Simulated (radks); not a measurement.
Values are calculated unless marked as measured or tabulated.
Problem. Ionisation ladder of dysprosium, from Dy XXIII to Dy XLIV. Each ion is in the ground configuration listed by NIST, and IE = E(next ion) - E(this ion). Code: a radial shooting solver on a logarithmic mesh with Libxc functionals. Model: scalar-relativistic Kohn-Sham, PBEsol, spin-polarised, spherical densities, finite nucleus; open shells are filled with parallel spins first (spin-orbit coupling, left out, can overturn this in heavy ions); Fermi nuclear charge, rms radius 5.2218 fm.

| species | configuration | IE, Delta-SCF (eV) | <r> HOMO (bohr) |
|---|---|---|---|
| Dy XXIII | [Kr] 4d8 | 747.20 | 0.538 |
| Dy XXIV | [Kr] 4d7 | 787.75 | 0.533 |
| Dy XXV | [Kr] 4d6 | 828.70 | 0.528 |
| Dy XXVI | [Kr] 4d5 | 881.12 | 0.521 |
| Dy XXVII | [Kr] 4d4 | ? | 0.516 |
| Dy XXVIII | [Kr] 4d3 | ? | 0.511 |
| Dy XXIX | [Kr] 4d2 | 1011.4 | 0.506 |
| Dy XXX | [Kr] 4d1 | 1055.6 | 0.502 |
| Dy XXXI | [Kr] | 1248.4 | 0.494 |
| Dy XXXII | [Ar] 3d10 4s2 4p5 | 1292.9 | 0.491 |
| Dy XXXIII | [Ar] 3d10 4s2 4p4 | ? | 0.487 |
| Dy XXXIV | [Ar] 3d10 4s2 4p3 | 1394.1 | 0.484 |
| Dy XXXV | [Ar] 3d10 4s2 4p2 | 1440.0 | 0.480 |
| Dy XXXVI | [Ar] 3d10 4s2 4p1 | 1485.2 | 0.477 |
| Dy XXXVII | [Ar] 3d10 4s2 | 1646.4 | 0.464 |
| Dy XXXVIII | [Ar] 3d10 4s1 | ? | 0.461 |
| Dy XXXIX | [Ar] 3d10 | 2897.7 | 0.205 |
| Dy XL | [Ar] 3d9 | 3005.5 | 0.204 |
| Dy XLI | [Ar] 3d8 | 3114.3 | 0.202 |
| Dy XLII | [Ar] 3d7 | 3224.1 | 0.200 |
| Dy XLIII | [Ar] 3d6 | 3334.6 | 0.198 |
| Dy XLIV | [Ar] 3d5 | 3478.2 | 0.196 |

Estimate the withheld Delta-SCF values.

Solution. Dy XXVII: 924.09 eV (NIST 924); Dy XXVIII: 967.53 eV (NIST 969); Dy XXXIII: 1336.8 eV (NIST 1325); Dy XXXVIII: 1698.1 eV (NIST 1691.7).
